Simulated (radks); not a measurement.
Results of a calculation; reference values are marked as such.
Ionisation of the ytterbium ion Yb3+, [Xe] 4f13, to [Xe] 4f12 as the strength of local exchange is varied. Level of theory: Dirac Kohn-Sham, Slater X-alpha exchange (alpha = 2/3 is LDA exchange), no correlation, spin-unpolarised, spherical densities, point nucleus; open shells fill j = l - 1/2 first (a radial shooting solver on a logarithmic mesh with Libxc functionals).

| alpha | E(Yb3+) (hartree) | exchange (hartree) | IE (eV) | -e of the level emptied (eV) | <r> of it (bohr) |
|---|---|---|---|---|---|
| 0.597 | -14029.6230 | -248.1642 | 41.739 | 31.687 (4f7/2) | 0.7510 |
| 0.667 | -14058.7537 | -277.8847 | 44.106 | 33.838 (4f7/2) | 0.7410 |
| 0.76 | -14097.5568 | -317.5703 | 47.354 | 36.810 (4f7/2) | 0.7284 |
| 0.946 | -14175.5073 | -397.6226 | 54.200 | 43.130 (4f7/2) | 0.7057 |
| 0.97 | -14185.5988 | -408.0179 | 55.116 | 43.981 (4f7/2) | 0.7030 |

NIST Atomic Spectra Database: 43.61 eV (semi-empirical). The Delta-SCF value meets it near alpha = 0.65. Spin polarisation and multiplet splitting are left out, so open shells lie too high by an amount that depends on their filling.

Beside tabulated values, note that spin-unpolarised runs miss the spin-polarisation part of the exchange energy of open shells. No tabulated value is given for the 4+ ions of Nd, Pm and Eu to Yb, where it belongs to another shell than the one emptied here.
